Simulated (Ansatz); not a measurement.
## Which is lower?

The two ends of one reaction step of SiNH6ClO, singlet (PBE0-D4/def2-TZVP).

A:

```
atom    x (Å)    y (Å)    z (Å)
 Si1  -0.4128  -0.0071   0.3585
 Cl2  -0.1688   1.5404  -1.0296
  H3  -0.4240  -1.2504  -0.4355
  H4   0.7005   0.1285   1.3136
  N5  -1.8760   0.0817   1.2219
  H6   2.1082   0.3854  -1.3272
  O7   2.4717  -0.4583  -1.0398
  H8  -2.7517  -0.1394   0.7759
  H9  -1.9997   0.7646   1.9520
 H10   2.3527  -1.0456  -1.7897
```

B:

Si1  (0.186, -0.714, 0.601)
Cl2  (0.882, 2.710, -1.087)
H3  (0.106, -2.189, 0.737)
H4  (0.948, -0.048, 1.675)
N5  (-1.413, -0.143, 0.576)
H6  (1.101, 1.424, -1.021)
O7  (1.110, -0.359, -0.748)
H8  (-2.180, -0.700, 0.242)
H9  (-1.630, 0.840, 0.585)
H10  (0.890, -0.820, -1.561)
(Å)

Ansatz 0.2.0; basis: def2-TZVPP; cores frozen in the correlated methods. B3LYP uses VWN-RPA correlation.

Question: Which structure is lower at CCSD(T), and by how much? (An estimate is asked for; the value comes from the calculation.)

Answer: By the calculation: B, by 1.97 kcal/mol (electronic energy, against the other). By their contacts, A is a complex of SiNH₄Cl ([NH2][SiH2][Cl]) + H₂O and B is a complex of SiNH₅O ([NH2][SiH2][OH]) + HCl.

All methods give the same order:

| method | E(B) − E(A) (kcal/mol) |
| --- | --- |
| SPW92 | -3.71 |
| PBE-D4 | -0.84 |
| BLYP-D4 | -2.33 |
| r2SCAN-D4 | -1.59 |
| B97M-V | -1.45 |
| PBE0-D4 | -0.66 |
| B3LYP-D4 | -2.20 |
| r2SCAN0-D4 | -1.27 |
| BHLYP-D4 | -2.07 |
| CAM-B3LYP-D4 | -3.25 |
| wB97X-V | -1.30 |
| wB97M-V | -0.99 |
| B2PLYP | -2.22 |
| PBE-QIDH | -1.05 |
| RPA on PBE | -2.09 |
| HF | -1.24 |
| MP2 | -1.72 |
| CCSD | -1.93 |
| CCSD(T) | -1.97 |

No T1 diagnostic of these runs exceeds 0.010.

Labels in which every atom is bracketed show which atoms are joined, not bond orders.

For scale, one of the runs: CCSD(T)/def2-TZVPP, 230 basis functions, launched by `ansatz run in.yaml --threads 4 --pin off --events-out ev --progress --plain --max-ram 9574MiB`. Hardware: 4 CPU threads of an Intel Xeon, shared host. Wall time 110 s; peak host memory 3.8 GiB.
